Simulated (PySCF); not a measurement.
Cl2H4Si2, SMILES [SiH3][SiH](Cl)Cl. Geometry optimised at PBE0-D3(BJ)/def2-SVP.

Method: PBE0-D3(BJ)/def2-SVP in PySCF.

Harmonic wavenumbers (cm⁻¹): 98, 118, 141, 189, 401, 506, 517, 547, 592, 761, 798, 868, 926, 928, 2229, 2244, 2250, 2259. Rotational constants (GHz): 2.251, 2.103, 1.186; symmetry number 1.

Question: Work out the zero-point energy and the ideal-gas rigid-rotor harmonic-oscillator thermochemistry at 298.15 K and 1 atm.

Answer: ZPE = ½ Σ hcν = ½ × 16372 cm⁻¹ = 23.41 kcal/mol. H − E(el) = 28.35 kcal/mol. Entropy in cal/(mol K): translation 40.53, rotation 28.44, vibration 15.74, total 84.70. G − E(el) = 3.09 kcal/mol. Cp = 24.58 cal/(mol K). Modes under 150 cm⁻¹ make the vibrational entropy uncertain.
